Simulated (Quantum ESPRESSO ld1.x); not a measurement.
Eu IV, configuration [Xe] 4f6. Calculated with ld1.x of Quantum ESPRESSO 7.5: Dirac Kohn-Sham, Engel-Vosko exchange with Perdew-Wang LDA correlation, spin-unpolarised, spherical densities, point nucleus; open shells fill j = l - 1/2 first.

Spin-orbit splittings of the eigenvalues, e(l+1/2) - e(l-1/2), with zeta = 2 splitting/(2l+1) and mean radii in bohr:

shell,occ.,splitting (eV),zeta (eV),<r> j=l-1/2,<r> j=l+1/2
2p,6,647.5,431.6,0.07909,0.08582
3p,6,132.1,88.05,0.2387,0.2516
3d,10,28.73,11.49,0.2235,0.2275
4p,6,29.11,19.41,0.5783,0.6071
4d,10,5.249,2.100,0.6454,0.6556
4f,6,0.6748,0.1928,0.8750,0.8858
5p,6,4.147,2.765,1.503,1.585
5d,0,0.3946,0.1578,2.220,2.257
